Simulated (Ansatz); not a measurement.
**Abstraction of H: CHBrCl2 + GeH2(CC)Cl → CBrCl2 + C2H3ClGe**

Gas-phase species: CHBrCl2 (bromodichloromethane) `ClC(Cl)Br`, singlet; GeH2(CC)Cl, doublet; CBrCl2 `Cl[C](Cl)Br`, doublet; C2H3ClGe `C#[C][GeH2][Cl]`, singlet. A radical takes H: the energy is the difference in strength between two C–H bonds in different surroundings.

Shapes, held fixed at every level: PBE0-D4/def2-TZVP. Programs: Ansatz 0.2.0. The zero-point and thermal change to 298 K, harmonic and unscaled (PBE0-D4/def2-TZVP), is -2.7 kJ/mol.

```json
{"level": "HF/def2-SVP", "kind": "Hartree–Fock", "ΔH(298 K) (kJ/mol)": "-123.3", "CPU time (sum over the molecules)": "–"}
{"level": "HF/def2-TZVPP", "kind": "Hartree–Fock", "ΔH(298 K) (kJ/mol)": "-128.6", "CPU time (sum over the molecules)": "–"}
{"level": "SPW92/def2-TZVPP", "kind": "LDA", "ΔH(298 K) (kJ/mol)": "-191.4", "CPU time (sum over the molecules)": "24 s"}
{"level": "PBE-D4/def2-TZVPP", "kind": "GGA", "ΔH(298 K) (kJ/mol)": "-178.8", "CPU time (sum over the molecules)": "43 s"}
{"level": "B3LYP-D4/def2-TZVPP", "kind": "global hybrid", "ΔH(298 K) (kJ/mol)": "-179.7", "CPU time (sum over the molecules)": "74 s"}
{"level": "wB97M-V/def2-TZVPP", "kind": "range-separated hybrid", "ΔH(298 K) (kJ/mol)": "-176.0", "CPU time (sum over the molecules)": "4.2 min"}
{"level": "wB97X-V/def2-TZVPP", "kind": "range-separated hybrid", "ΔH(298 K) (kJ/mol)": "-179.1", "CPU time (sum over the molecules)": "3.2 min"}
{"level": "B2PLYP/def2-TZVPP", "kind": "double hybrid", "ΔH(298 K) (kJ/mol)": "-177.1", "CPU time (sum over the molecules)": "1.8 min"}
```

B2PLYP/def2-TZVPP gives ΔH(298 K) = -177.1 kJ/mol; the levels span -191.4 to -123.3. The median of the levels is -178.0. No measured value is set beside it here. Spin contamination: GeH2(CC)Cl (⟨S²⟩ up to 1.16). Open shells run unrestricted. Relativity is left out for Br, Ge. Outer-core shells of Br, Ge are correlated, in sets that cover them unevenly. Times are processor times on shared x86 and Arm servers, and rough.
